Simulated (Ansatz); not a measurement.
A structure relaxed at r2SCAN-D4/def2-SVPD in Ansatz, charge -1, singlet:

```tsv
atom	x (Å)	y (Å)	z (Å)
Ta1	-1.368	-0.703	-0.475
Ta2	1.379	-0.323	-0.766
Ta3	0.331	-1.467	1.216
Ta4	-0.331	1.467	-1.216
Ta5	-0.011	1.026	1.240
```

**Question.** Give its formula and point group.

**Answer.** Ta5⁻ (the lowest singlet isomer of a short search). Point group D3h (tolerance 0.1 Å).

**Question.** Summarise the bond lengths by kind (pairs closer than 1.2 times the sum of covalent radii, bridged metal pairs left out).

**Answer.** 10 × Ta–Ta 2.52 to 3.87 Å.

In the def2 sets Ta takes a core potential; there is no spin–orbit coupling. The restricted singlet is unstable towards broken spin symmetry in Hartree–Fock (as tested in another run); at r2SCAN-D4/def2-SVPD this wasn't settled. The highest occupied level of the charge -1 singlet lies above zero (up to 0.49 eV). The electron is either unbound and held by the finite basis, or the level is raised by self-interaction error. The structure comes from a short search, and lower isomers may exist.
